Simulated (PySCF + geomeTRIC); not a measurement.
Species: [Cd(Cl)2] (charge 0, multiplicity 1).

**Question.** Give a relaxed geometry from BP86-D3(BJ)/def2-SVP run with PySCF + geomeTRIC.

**Answer.** the end point of this relaxation.
Cartesian coordinates (Å) in one orientation:
```xyz
3

Cd     0.000     0.000     0.000
Cl     1.896     1.280     0.034
Cl    -1.896    -1.280    -0.034
```
